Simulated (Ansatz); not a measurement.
An input meant for Ge₆Sb⁻ (charge -1, singlet; atoms displaced at random, 0.08 Å in each coordinate).

```yaml
crystal:
  periodic: [false, false, false]
  atoms:
    - {symbol: Sb, position_ang: [-0.868213, 1.523756, 0.178509]}
    - {symbol: Ge, position_ang: [1.887925, 1.112836, -0.539015]}
    - {symbol: Ge, position_ang: [1.140937, 0.340730, 1.798861]}
    - {symbol: Ge, position_ang: [-0.067600, 0.352588, -2.384977]}
    - {symbol: Ge, position_ang: [0.842448, -1.413556, -0.358464]}
    - {symbol: Ge, position_ang: [-1.842140, -0.746791, -0.603252]}
    - {symbol: Ge, position_ang: [-1.051052, -0.991627, 1.738424]}
basis:
  gaussian: {orbitals: ANO-RCC-VTZP}
total_charge: -1
hamiltonian: {xc: {name: HF}}
correlation: {method: mp2, frozen_orbitals: {Sb: 0}}
scf: {lower_state_search: off}
```

```sh
$ ansatz run in.yaml --threads 4 --pin off --events-out ev --progress --plain --max-ram 4787MiB
```

Q: Predict how Ansatz answers.

A: The input was rejected before any iteration. Frozen orbitals are typed for one element alone, and the program wants a count for each (the count typed has to fit that element's core, too).
```
Functional definition: HF
  name "HF"
  cite "Fock, Z. Phys. 61, 126 (1930) doi:10.1007/BF01340294"
  parent pbe
  exchange = exact_x
  correlation = 0
these checks for a lower state are left out or cut short: stability, starts, cluster_reference, orbital_swaps, neighbouring_geometries, increment
Error: "frozen_orbitals" has no count for Ge
```
